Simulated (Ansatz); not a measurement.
Consider the formal exchange of groups at the Si–C bond: `CC(C)=C[SiH3]` + `[SiH3][SiH2][GeH3]` → `[SiH3][SiH2][SiH2][GeH3]` + isobutene.

Gas-phase electronic energies from Ansatz, PBE0-D4/def2-TZVP geometries. CBS: MP2 limit from def2 TZ/QZ plus the TZ coupled-cluster correction, frozen cores. This one scheme is used for every species. For Ge outer-core shells are correlated without core-valence functions, which leaves a few kJ/mol of doubt a bond. Scalar relativity is left out up to krypton. Each species was taken in one conformer, which may not be the lowest.

```tsv
species	CCSD(T)/CBS(def2) energy (Eh)
`CC(C)=C[SiH3]`	-447.29143
`[SiH3][SiH2][GeH3]`	-2659.06477
`[SiH3][SiH2][SiH2][GeH3]`	-2949.34842
`C=C(C)C`	-157.01236
```

Question: Work out ΔE.

Answer: ΔE = (-2949.34842) + (-157.01236) − (-447.29143) − (-2659.06477) = -0.00458 Eh = -2.9 kcal/mol.

Question: What do rigid-rotor, harmonic-oscillator terms from PBE0-D4/def2-TZVP frequencies (298.15 K, 1 bar) make of the CCSD(T)/CBS value? (Best estimate.)

Answer: Ansatz gave: ΔZPE = +1.5 kcal/mol, ΔH = -1.4 kcal/mol, ΔS = -5 J/(mol·K), ΔG = -1.0 kcal/mol. Modes under 50 cm⁻¹ make the entropy rough.

Largest T1 diagnostic among the species: 0.013.

Leaving LDA and LC-ωPBE aside and taking each functional with its dispersion term where it has one, the values, not all of them listed here, spread over 3.2 kcal/mol, from PBE-D4 to ωB97M-V. LDA lies +0.9 kcal/mol from PBE without D4. From BLYP to BHLYP (50 % exact exchange), in def2-TZVPP and without D4, ΔE moves by +1.0 kcal/mol.
